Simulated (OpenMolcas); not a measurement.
Computed levels of 4d2 in ions with 38 electrons, in cm-1 above 3F2.

- Program: OpenMolcas
- Method: CASSCF
- Basis: ANO-R2
- Scalar Hamiltonian: X2C, finite nucleus
- Spin-orbit coupling: state interaction with AMFI integrals over the reference wave functions, term energies averaged over their components

Active space for each ion: 2 electrons in 5 orbitals (4d).

| Level | Zr2+ | Nb3+ | Tc5+ | Ru6+ | Rh7+ |
| --- | --- | --- | --- | --- | --- |
| 3F3 | 684 | 1038 | 2027 | 2665 | 3416 |
| 3F4 | 1519 | 2281 | 4343 | 5639 | 7133 |
| 1D2 | 8933 | 10961 | 14377 | 16075 | 17799 |
| 3P0 | 10009 | 12057 | 15404 | 17004 | 18578 |
| 3P1 | 10269 | 12463 | 16247 | 18149 | 20093 |
| 3P2 | 10902 | 13485 | 18404 | 21054 | 23878 |
| 1G4 | 13517 | 16568 | 21784 | 24407 | 27086 |
| 1S0 | 32179 | 39258 | 50604 | 56033 | 61387 |

**Question.** Estimate 3F4, 1D2, 3P0 for Mo4+ from its neighbours Nb3+ and Tc5+.

**Answer.** 3F4 is fine structure, which grows about as the fourth power of a screened charge, so the fourth roots are averaged: ((2281^0.25 + 4343^0.25) / 2)^4 = 3188. The calculation gives 3304, so the estimate is off by -3.5 %; the measured value is 3357 (Sugar and Musgrove, J. Phys. Chem. Ref. Data 17, 155 (1988)).
1D2 is another term, which grows about linearly with the charge: (10961 + 14377) / 2 = 12669. The calculation gives 12702, so the estimate is off by -0.3 %; the measured value is 10190 (Sugar and Musgrove, J. Phys. Chem. Ref. Data 17, 155 (1988)).
3P0 is another term, which grows about linearly with the charge: (12057 + 15404) / 2 = 13730. The calculation gives 13780, so the estimate is off by -0.4 %; the measured value is 11161 (Sugar and Musgrove, J. Phys. Chem. Ref. Data 17, 155 (1988)).

Mixed levels, with the weight of the term that names them: Tc5+ 1D2 (75 %), Ru6+ 1D2 (71 %), Ru6+ 3P2 (73 %), Rh7+ 1D2 (68 %), Rh7+ 3P2 (70 %).

Without dynamic correlation excited terms often stand tens of per cent too high (terms of higher spin than the ground term too low), and those without a measured partner can miss by more than the paired ones. Levels of configurations with an s electron are missing; early in the row they begin among the upper levels of the d shell and mix with terms of their name (holds for Zr2+). Some levels mix across a computed gap that differs much from the measured one, so their mixing is not that of the real levels (holds for Zr2+). Computed and measured levels are paired by configuration, term and J; levels that our copy of the source lacks, or whose pairing is in doubt (as where it misses far off the trend of its configuration), stay unpaired and out of the deviations. Levels of configurations outside the active space are missing.
